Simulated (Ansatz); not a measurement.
Isolated molecules relaxed with PBE0-D4/def2-TZVP in Ansatz; ΔE leaves out vibrations. CCSD(T)/CBS is the MP2 limit (def2-TZVPP, def2-QZVPP) plus CCSD(T) − MP2 in def2-TZVPP, frozen cores. This one scheme is used for every species. Functionals use def2-TZVPP. HSE06 is defined as in plane-wave codes. Each species was taken in one conformer, which may not be the lowest.

`C=NB(C)F` + propene → `C=C(C)B(C)F` + `C=N`  (formal exchange of groups at a B–N bond)

| level | ΔE (kJ/mol) | difference from CCSD(T)/CBS |
| --- | --- | --- |
| revPBE-D4 | 65.9 | 5.9 |
| PBE0-D4 | 67.5 | 7.5 |
| HSE06-D4 | 67.9 | 7.9 |
| BHLYP-D4 | 68.5 | 8.5 |
| BLYP | 79.4 | 19.4 |
| BHLYP | 73.0 | 13.0 |
| CAM-B3LYP | 74.6 | 14.6 |
| LC-ωPBE | 69.7 | 9.7 |
| HF/def2-SVP | 75.4 | 15.4 |
| SCS-MP2/def2-QZVPP | 62.0 | 2.0 |
| CCSD(T)/CBS | 60.0 | 0 |

Task: What do rigid-rotor, harmonic-oscillator terms from PBE0-D4/def2-TZVP frequencies (298.15 K, 1 bar) make of the CCSD(T)/CBS value? (Estimate.)

Result: The calculation gave: ΔZPE = -0.6 kJ/mol, ΔH = +60.5 kJ/mol, ΔS = 5 J/(mol·K), ΔG = +58.9 kJ/mol. Modes under 50 cm⁻¹ make the entropy rough.

Largest T1 diagnostic among the species: 0.013.

From BLYP to BHLYP (50 % exact exchange), in def2-TZVPP and without D4, ΔE moves by −6.4 kJ/mol. Leaving LDA and LC-ωPBE aside and taking each functional with its dispersion term where it has one, the values, not all of them listed here, spread over 9.7 kJ/mol, from ωB97X-V to BLYP-D4. LDA lies +4.0 kJ/mol from PBE without D4. In def2-TZVPP, CCSD(T) changes the Hartree–Fock value by −9.9 kJ/mol (the triples alone add −1.6 kJ/mol) and MP2 by −8.0 kJ/mol.
